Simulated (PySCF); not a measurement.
## Worked example: dipole moment from atomic charges

C4H2ClFSi, SMILES C#C[Si](F)(Cl)C#C. Atoms are numbered in the order given.

```xyz
9

C      0.5294     1.5158    -2.5007
C      0.2051     0.9065    -1.5031
Si    -0.2687     0.0026     0.0000
F     -1.8699    -0.2076     0.0000
Cl     0.5966    -1.8440     0.0000
C      0.2051     0.9065     1.5031
C      0.5294     1.5158     2.5007
H      0.8167     2.0561    -3.3880
H      0.8167     2.0561     3.3880
```

Geometry: ωB97X-D3(BJ)/def2-SVP. The structure was generated by enumeration, and PubChem lists no compound with its InChIKey, so it may never have been made.

Charges (e) from PBE/def2-TZVP (PySCF):

| atom | IAO | Mulliken |
|---|---|---|
| C1 | -0.140 | -0.096 |
| C2 | -0.359 | -0.179 |
| Si3 | 1.346 | 0.624 |
| F4 | -0.500 | -0.254 |
| Cl5 | -0.271 | -0.178 |
| C6 | -0.359 | -0.179 |
| C7 | -0.140 | -0.096 |
| H8 | 0.211 | 0.179 |
| H9 | 0.211 | 0.179 |

The dipole moment of the full density is 2.37 D.

**Question.** What dipole moment does each set of point charges give, and which comes closer to that of the density?

**Answer.** 
μ = Σ q r, and 1 e Å = 4.8032 D.
IAO: Σ q r = (0.461, 0.399, 0.000) e Å, |μ| = 2.93 D.
Mulliken: Σ q r = (0.318, 0.503, 0.000) e Å, |μ| = 2.86 D.
Mulliken comes closer in size. Point charges leave out the atoms' own dipoles (lone pairs, polarised bonds); fits to the potential absorb them, partitions of the density don't.
